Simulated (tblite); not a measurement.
C₃H₉BF₂Si.
Atom-mapped SMILES: `[CH3:1][C@H:2]([SiH3:3])[CH2:4][B:5]([F:6])[F:7]` (hydrogens: H8, H9, H10 on C1; H11 on C2; H12, H13, H14 on Si3; H15, H16 on C4)

Computed with GFN2-xTB (tblite), gas phase: L-BFGS steps from a force-field or distance-geometry start until the largest atomic force falls under 0.01 eV/Å.

Step 49: E = -640.4278 eV
```
atom  x, y, z in Å  |  force x, y, z in eV/Å
C1      0.9756    1.5803    0.3342   -0.007   0.008   0.003
C2      0.1845    0.2757    0.4295    0.018   0.009   0.008
Si3     1.2753   -1.2489    0.0370    0.038  -0.010  -0.008
C4     -1.0413    0.3319   -0.4957   -0.009   0.010  -0.003
B5     -2.0568   -0.8494   -0.2769    0.019  -0.007   0.003
F6     -2.0362   -1.6348    0.7824   -0.008  -0.020   0.030
F7     -3.0309   -1.1371   -1.1189   -0.019   0.009  -0.039
H8      1.8455    1.5583    0.9881   -0.015  -0.031  -0.030
H9      0.3611    2.4330    0.6243   -0.014  -0.021  -0.007
H10     1.3164    1.7419   -0.6872    0.020   0.008   0.029
H11    -0.1849    0.1817    1.4551   -0.010   0.019   0.013
H12     1.8344   -1.7907    1.2765    0.005   0.028  -0.003
H13     0.4825   -2.2761   -0.6454    0.015   0.028   0.008
H14     2.3608   -0.8048   -0.8458   -0.028  -0.043  -0.013
H15    -0.7217    0.3708   -1.5404    0.012  -0.006  -0.006
H16    -1.5718    1.2772   -0.3282   -0.017   0.019   0.014
```

Step 50: E = -640.4282 eV
```
atom  x, y, z in Å  |  force x, y, z in eV/Å
C1      0.9770    1.5797    0.3354   -0.007   0.015   0.003
C2      0.1837    0.2767    0.4293    0.024   0.006   0.016
Si3     1.2730   -1.2484    0.0378    0.043  -0.014  -0.007
C4     -1.0417    0.3332   -0.4963   -0.008   0.004   0.008
B5     -2.0564   -0.8498   -0.2791    0.047  -0.008  -0.009
F6     -2.0347   -1.6381    0.7778   -0.010  -0.018   0.043
F7     -3.0262   -1.1403   -1.1243   -0.035   0.010  -0.048
H8      1.8469    1.5562    0.9886   -0.003  -0.040  -0.026
H9      0.3651    2.4327    0.6281   -0.034  -0.004  -0.004
H10     1.3169    1.7438   -0.6855    0.025   0.005   0.015
H11    -0.1844    0.1839    1.4553   -0.022   0.013   0.017
H12     1.8398   -1.7844    1.2762    0.009   0.032  -0.003
H13     0.4767   -2.2802   -0.6320    0.011   0.022   0.000
H14     2.3503   -0.8058   -0.8556   -0.024  -0.046  -0.012
H15    -0.7201    0.3725   -1.5408   -0.002   0.000   0.006
H16    -1.5734    1.2773   -0.3264   -0.013   0.024   0.002
```

Step 51: E = -640.4289 eV
```
atom  x, y, z in Å  |  force x, y, z in eV/Å
C1      0.9786    1.5788    0.3367   -0.006   0.019   0.002
C2      0.1828    0.2778    0.4298    0.020   0.000   0.021
Si3     1.2707   -1.2478    0.0390    0.034  -0.015  -0.002
C4     -1.0424    0.3353   -0.4965   -0.004  -0.007   0.023
B5     -2.0554   -0.8509   -0.2827    0.061  -0.007  -0.021
F6     -2.0342   -1.6424    0.7718   -0.014  -0.008   0.040
F7     -3.0201   -1.1434   -1.1333   -0.037   0.011  -0.041
H8      1.8485    1.5528    0.9889    0.013  -0.045  -0.014
H9      0.3696    2.4319    0.6319   -0.053   0.019   0.000
H10     1.3183    1.7450   -0.6832    0.029   0.002  -0.006
H11    -0.1840    0.1872    1.4564   -0.034   0.003   0.015
H12     1.8489   -1.7753    1.2753    0.018   0.034   0.003
H13     0.4700   -2.2864   -0.6128    0.004   0.012  -0.013
H14     2.3353   -0.8071   -0.8692   -0.010  -0.047  -0.018
H15    -0.7186    0.3755   -1.5408   -0.018   0.010   0.025
H16    -1.5758    1.2780   -0.3229   -0.004   0.018  -0.014
```

Step 52: E = -640.4297 eV
```
atom  x, y, z in Å  |  force x, y, z in eV/Å
C1      0.9805    1.5772    0.3381   -0.004   0.020   0.001
C2      0.1818    0.2787    0.4315    0.009  -0.008   0.021
Si3     1.2688   -1.2471    0.0409    0.016  -0.013   0.005
C4     -1.0434    0.3378   -0.4956    0.003  -0.018   0.036
B5     -2.0539   -0.8527   -0.2885    0.054  -0.005  -0.027
F6     -2.0359   -1.6475    0.7642   -0.019   0.008   0.019
F7     -3.0128   -1.1455   -1.1466   -0.018   0.011  -0.016
H8      1.8504    1.5478    0.9891    0.028  -0.042   0.003
H9      0.3740    2.4307    0.6346   -0.062   0.040   0.005
H10     1.3209    1.7443   -0.6809    0.028   0.002  -0.027
H11    -0.1838    0.1911    1.4588   -0.043  -0.008   0.008
H12     1.8633   -1.7626    1.2738    0.028   0.037   0.011
H13     0.4633   -2.2952   -0.5874   -0.004   0.002  -0.025
H14     2.3155   -0.8079   -0.8869    0.008  -0.048  -0.026
H15    -0.7173    0.3809   -1.5397   -0.031   0.021   0.044
H16    -1.5790    1.2790   -0.3168    0.008   0.001  -0.031
```

Q: Estimate the geometry and energy of step 53. (The exact step hangs on the optimiser's Hessian estimate; all steps are aligned on step 52, rigid shifts and turns removed.)

A: E = -640.4306 eV, largest force 0.077 eV/Å
```
atom  x, y, z in Å  |  force x, y, z in eV/Å
C1      0.9826    1.5750    0.3394   -0.002   0.019   0.001
C2      0.1807    0.2792    0.4345   -0.007  -0.012   0.018
Si3     1.2672   -1.2464    0.0436   -0.006  -0.011   0.009
C4     -1.0446    0.3405   -0.4931    0.010  -0.026   0.042
B5     -2.0518   -0.8553   -0.2970    0.024  -0.003  -0.024
F6     -2.0405   -1.6529    0.7545   -0.023   0.026  -0.015
F7     -3.0042   -1.1464   -1.1647    0.017   0.010   0.020
H8      1.8528    1.5412    0.9893    0.034  -0.028   0.020
H9      0.3777    2.4292    0.6359   -0.055   0.053   0.008
H10     1.3250    1.7410   -0.6789    0.018   0.003  -0.038
H11    -0.1841    0.1953    1.4627   -0.046  -0.019  -0.002
H12     1.8839   -1.7454    1.2720    0.039   0.039   0.015
H13     0.4566   -2.3067   -0.5555   -0.009  -0.005  -0.034
H14     2.2904   -0.8084   -0.9094    0.024  -0.053  -0.031
H15    -0.7164    0.3895   -1.5366   -0.038   0.030   0.055
H16    -1.5828    1.2798   -0.3081    0.019  -0.022  -0.043
```

The energy changes by -0.0010 eV. The first-order estimate −F·Δx gives -0.0013 eV and the mean of the old and new forces, exact on a quadratic surface, -0.0010 eV. The step makes an angle of 83° with the force vector and moves no atom by more than 0.035 Å.

What follows is the cost of the whole relaxation. The run took 0.6 s wall on one thread of an Arm Neoverse V1, no GPU (shared host).
